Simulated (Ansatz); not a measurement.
Species: sum formula AlBrF₂, charge 0, multiplicity 1. 
Geometry from a B3LYP-D3(BJ)/def2-TZVP (Ansatz, a first-principles code) optimisation:
```
Al
F 1 1.6368
F 1 1.6368 2 118.71
Br 1 2.2248 2 120.65 3 -180.00
```

Dipole moments at this geometry, in debye (magnitudes).

```tsv
level	program	dipole (D)
BLYP/def2-TZVPD	Ansatz	(withheld)
revPBE/def2-TZVPD	Ansatz	0.70
r2SCAN/def2-TZVPD	Ansatz	0.66
B97M-V/def2-TZVPD	Ansatz	0.68
BHLYP/def2-TZVPD	Ansatz	0.72
r2SCAN0/def2-TZVPD	Ansatz	0.68
CAM-B3LYP/def2-TZVPD	Ansatz	0.70
LC-wPBE/def2-TZVPD	Ansatz	0.62
wB97X-V/def2-TZVPD	Ansatz	0.63
CCSD(T)/def2-SVPD	Ansatz	(withheld)
```

**Question.** Complete the blanks.

**Answer.** 
- BLYP/def2-TZVPD, dipole (D): 0.74
- CCSD(T)/def2-SVPD, dipole (D): 0.75
